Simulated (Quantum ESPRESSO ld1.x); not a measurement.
The numbers below are computed, except where a source is named.
Q: Species: the oxygen ion O5+. Configuration: [He] 2s1 (the NIST ground configuration). Level of theory: non-relativistic Kohn-Sham, LDA (Slater exchange, VWN5 correlation), spin-polarised, spherical densities, point nucleus; open shells are filled with parallel spins first (ld1.x of Quantum ESPRESSO 7.5). Some entries of the table are withheld. Estimate them.

| orbital | occ. | eigenvalue (eV) | <r^2> (bohr^2) | <1/r> (bohr^-1) |
|---|---|---|---|---|
| 1s up | 1 | -651.099 | 0.05352 | (1) |
| 1s down | 1 | -649.383 | 0.05335 | (2) |
| 2s up | 1 | -127.489 | 0.9317 | (3) |
| 2s down | 0 | -120.040 | 0.9621 | (4) |

A: 
(1) 1s up <1/r> (bohr^-1): 7.622
(2) 1s down <1/r> (bohr^-1): 7.623
(3) 2s up <1/r> (bohr^-1): 1.646
(4) 2s down <1/r> (bohr^-1): 1.627
